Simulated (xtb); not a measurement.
FRb, triplet, at the geometry of the source list (GFN-xTB shapes and energies of metal compounds can be far from the true ones) (a higher spin typed on purpose: for a closed-shell molecule this is an excited state), atoms displaced at random by about 0.1 Å a coordinate; GFN1-xTB with ALPB(ether) (xtb).

Input for xtb:
```
$ xtb mol.xyz --gfn 1 --uhf 2 --opt --alpb ether --json

# file mol.xyz
2

Rb    -0.52046308    -0.51751164    -0.79915194
F      0.63505617     0.51739668     0.83752240
```

### Question
What does xtb print? Leave out banner, timings and long lists.

### Answer

```
   ID    Z sym.   atoms
    1   37 Rb     1
    2    9 F      2

           -------------------------------------------------
          |                Calculation Setup                |
           -------------------------------------------------

           -------------------------------------------------
          |                 G F N 1 - x T B                 |
           -------------------------------------------------

      * Solvation model:               ALPB
        Solvent                        ether
        Parameter file                 internal GFN1-xTB/ALPB
        Dielectric constant                4.3300E+00
        Reference state                gsolv [1 M gas/solution]
        Free energy shift                  1.3619E-02 Eh       8.5463E+00 kcal/mol
        Temperature                        2.9815E+02 K
        Density                            7.1300E-01 kg/L
        Solvent mass                       7.4120E+01 g/mol
        Interaction kernel             P16
        Born radius scaling (c1)           1.8244E+00
        Born radii integrator          GBOBC
        Born offset                        0.0000E+00 a0       0.0000E+00 AA
        H-bond correction              true
        Ion screening                  false
        Surface tension                    1.0000E-05 Eh       1.5569E+01 dyn/cm
        Grid points                               230 per atom

          ...................................................
          :                      SETUP                      :
          :.................................................:
          :  # basis functions                   8          :
          :  # atomic orbitals                   8          :
          :  # shells                            4          :
          :  # electrons                         8          :
          :  # halogen bonds                     0          :
          :  max. iterations                   250          :
          :  Hamiltonian                  GFN1-xTB          :
          :  restarted?                      false          :
          :  GBSA solvation                   true          :
          :  PC potential                    false          :
          :  electronic temp.          300.0000000     K    :
          :  accuracy                    1.0000000          :
          :  -> integral cutoff          0.2500000E+02      :
          :  -> integral neglect         0.1000000E-07      :
[...]
         :: total energy              -5.291704180762 Eh    ::
 * total energy  :    -5.2917042 Eh     change       -0.1101341E-12 Eh
 * total energy  :    -5.2921461 Eh     change       -0.4419013E-03 Eh
 * total energy  :    -5.2925564 Eh     change       -0.4102732E-03 Eh
 * total energy  :    -5.2926574 Eh     change       -0.1010337E-03 Eh
 * total energy  :    -5.2926823 Eh     change       -0.2486404E-04 Eh
 * total energy  :    -5.2926823 Eh     change       -0.9419970E-07 Eh
   *** GEOMETRY OPTIMIZATION CONVERGED AFTER 6 ITERATIONS ***
         :: total energy              -5.292682347174 Eh    ::
[...]
         :: halogen bond corr.         0.000000000000 Eh    ::
         :: add. restraining           0.000000000000 Eh    ::
         :: total charge               0.000000000000 e     ::
         :::::::::::::::::::::::::::::::::::::::::::::::::::::

           -------------------------------------------------
          |                Property Printout                |
           -------------------------------------------------

    * Orbital Energies and Occupations

         #    Occupation            Energy/Eh            Energy/eV
      -------------------------------------------------------------
         1        2.0000           -0.9526588             -25.9232
         2        1.6935           -0.6657142             -18.1150
         3        1.6935           -0.6657142             -18.1150
         4        1.6131           -0.6653757             -18.1058
         5        1.0000           -0.2784456              -7.5769 (HOMO)
         6                         -0.1577940              -4.2938 (LUMO)
         7                         -0.1577940              -4.2938
         8                         -0.0970041              -2.6396
      -------------------------------------------------------------
                  HL-Gap            0.1206516 Eh            3.2831 eV
             Fermi-level           -0.4415292 Eh          -12.0146 eV

  Mulliken/CM5 charges         n(s)   n(p)   n(d)
     1Rb   -0.04135  0.09637   0.986  0.056  0.000
     2F     0.04135 -0.09637   1.968  4.991  0.000

Wiberg/Mayer (AO) data.
largest (>0.10) Wiberg bond orders for each atom

 ---------------------------------------------------------------------------
     #   Z sym  total        # sym  WBO       # sym  WBO       # sym  WBO
 ---------------------------------------------------------------------------
     1  37 Rb   0.079
     2   9 F    0.079
 ---------------------------------------------------------------------------

 dipole moment from electron density (au)
     X       Y       Z
   0.4460   0.3994   0.6317  total (Debye):    2.212

optimized geometry written to: xtbopt.xyz

           -------------------------------------------------
          | TOTAL ENERGY               -5.292682347174 Eh   |
          | GRADIENT NORM               0.000119951841 Eh/α |
          | HOMO-LUMO GAP               3.283098351343 eV   |
           -------------------------------------------------

normal termination of xtb
```
